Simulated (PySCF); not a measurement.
# Do core-level shifts follow atomic charges?

H8OSi3.
Structure used (PBE0-D3(BJ)/def2-SVP), in Å, numbered top down from 1:
```xyz
12
H8OSi3 angstrom
Si     1.8588   -1.0994    0.3684
O      1.3030    0.4582    0.2683
Si    -0.0672    1.3979    0.1767
Si    -1.9475    0.0716   -0.3060
H      3.2351   -1.1520   -0.1984
H      0.9606   -2.0116   -0.4064
H      1.8863   -1.5516    1.7911
H      0.1202    2.4225   -0.8942
H     -0.2625    2.1142    1.4745
H     -1.7697   -0.6246   -1.6178
H     -3.1677    0.9345   -0.3782
H     -2.1471   -0.9611    0.7583
```

Binding energies: delta-SCF UKS SCAN, pcX-2 on the ionised atom, pcseg-1 elsewhere, spin-free X2C in PySCF. Charges: PBE0/pcSseg-1 ground-state density, for the ionised atom.

```tsv
atom	environment	Si 1s (eV)	Mulliken (e)	IAO (e)	Hirshfeld (e)	ESP (e)
Si4	SiH3 silicon	1846.27	+0.088	+0.225	+0.203	+0.117
Si3	oxygen-bound silicon	1847.14	+0.626	+0.727	+0.323	+0.474
Si1	oxygen-bound silicon	1847.55	+0.725	+0.849	+0.388	+0.546
```

**Question.** Give the correlation coefficient and slope of binding energy on charge for each scheme.

**Answer.** Hirshfeld: r = 1.00, slope 6.9 eV per e; IAO: r = 0.99, slope 1.9 eV per e; ESP: r = 0.99, slope 2.8 eV per e; Mulliken: r = 0.99, slope 1.9 eV per e. On 3 points no scheme stands out.

**Question.** The point-charge model writes a binding energy as kq + V + constant, with V the potential of the other atoms' charges at the site. What does it give with the ESP charges?

**Answer.** V = Σ 14.40 eV Å × q/r over all other atoms: -0.64 eV at Si4, -4.55 eV at Si3, -5.63 eV at Si1. Fitting binding energy − V to q gives k = 14.2 eV per e and leaves an rms residual of 0.19 eV, against 0.08 eV for the fit on q alone. The model has no term for differences in relaxation between sites.

One conformer (not necessarily the lowest) at the PBE0-D3(BJ)/def2-SVP geometry, without solvent, vibrations or thermal averaging.
